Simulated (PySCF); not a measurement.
Static response to an electric field

Compound: C5H9NO.
Cartesian coordinates in Å at the GFN2-xTB level; atoms count from 1:
```
atom  x, y, z in Å
C1    -2.5502    0.7051   -0.1084
C2    -1.9727   -0.6639   -0.1667
C3    -0.6733   -0.9563   -0.1057
C4     0.4001    0.0497    0.0253
O5     0.2213    1.2521    0.1003
N6     1.6479   -0.4933    0.0560
C7     2.8363    0.3094    0.1890
H8    -3.6203    0.6905   -0.2964
H9    -2.0560    1.3541   -0.8283
H10   -2.3639    1.1450    0.8707
H11   -2.6784   -1.4806   -0.2595
H12   -0.3537   -1.9890   -0.1533
H13    1.7618   -1.4920   -0.0040
H14    2.5178    1.3503    0.2273
H15    3.5019    0.1660   -0.6650
H16    3.3740    0.0617    1.1073
```

Level: B3LYP/def2-SVPD (PySCF), static field, nuclei fixed, core orbitals frozen in the response. The polarisability tensor in these axes (au):

```
x   106.62  -3.46   2.94
y    -3.46  70.30   1.21
z     2.94   1.21  52.07
```

Problem. Give the principal values, the mean and the anisotropy Δα = √{½[(α1 − α2)² + (α2 − α3)² + (α1 − α3)²]}.

Solution. Principal values 51.81, 70.09 and 107.09 au; mean 76.33 au = 11.31 Å³ = 12.59 × 10⁻⁴⁰ C²·m²/J; Δα = 48.79 au (64 % of the mean).

Problem. What is the dipole moment, and where does it point?

Solution. (0.86, -2.98, -0.13) D, 3.11 D in size, pointing from the negative to the positive side. Measured along this direction, the outermost atoms are H9 and H10 at the negative end and H13 and H12 at the positive end.

Problem. In a dilute gas of rigid molecules at 273 K, how does the orientational term μ²/3kT compare with the electronic polarisability?

Solution. In Gaussian units μ²/3kT = 85.55 Å³ against 11.31 Å³, a ratio of 7.56; the Debye molar polarisation (4π/3)N_A(α + μ²/3kT) is 244.3 cm³/mol, leaving out the vibrational part.

Problem. Rayleigh depolarisation ratio (linearly polarised light, static tensor)?

Solution. ρ = 3Δα²/(45ᾱ² + 4Δα²) = 7140.1/(262199 + 9520.1) = 0.0263.

Problem. Give the principal axes and the span of the nuclei along them.

Solution. Largest value along (0.99, -0.09, 0.05), where the nuclei span 7.11 Å; middle along (0.09, 0.99, 0.08), 3.60 Å; least along (-0.06, -0.08, 1.00), 1.80 Å. The response follows the extents in order.

Problem. What would n − 1 = 2πNα be for an ideal gas of these molecules at 500 K and 1 atm, electronic part alone?

Solution. N = p/kT = 1.4678 × 10¹⁹ cm⁻³, so n − 1 = 2π × N × 11.31 × 10⁻²⁴ cm³ = 1043 × 10⁻⁶ at long wavelengths, for an ideal gas.

One conformer (not necessarily the lowest) at the GFN2-xTB geometry, without solvent, vibrations or thermal averaging.
